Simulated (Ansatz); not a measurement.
F2OSW (`[O]=[W]([F])([F])=[S]`). Charge 0, multiplicity 1. W takes the def2 core potential.

| atom | x (Å) | y (Å) | z (Å) |
| --- | --- | --- | --- |
| O1 | -1.3191 | 0.7893 | 0.7665 |
| W2 | -0.0267 | 0.0645 | -0.0418 |
| F3 | -0.6125 | -0.5324 | -1.6865 |
| F4 | 1.3600 | 1.2764 | -0.1543 |
| S5 | 0.5982 | -1.5978 | 1.1161 |

**Question.** List the harmonic frequencies (cm⁻¹, unscaled) at PBE0-D4/def2-TZVP in Ansatz. (An estimate is asked.)

**Answer.** Computed: 182, 193, 209, 262, 289, 576, 708, 713, 1057.

**Question.** Is this a minimum?

**Answer.** Yes, all 9 modes are real.

**Question.** Give the ideal-gas thermochemistry at 298.15 K and 1 bar (rigid rotor, harmonic oscillator; point group Cs, symmetry number 1).

**Answer.** Zero-point energy 25.1 kJ/mol; H(298) − E = 42.9 kJ/mol; entropy 338.9 J/(mol·K), of which translation 178.7, rotation 114.9, vibration 45.3; G(298) − E = -58.1 kJ/mol.

**Question.** And at 400, 500, 600, 800 and 1000 K?

**Answer.** 
```
T (K)  H − E (kJ/mol)  S (J/mol/K)  G − E (kJ/mol)
  400            51.9        364.6           -94.0
  500            61.2        385.5          -131.5
  600            71.0        403.3          -171.0
  800            91.2        432.3          -254.7
 1000           111.9        455.4          -343.5
```
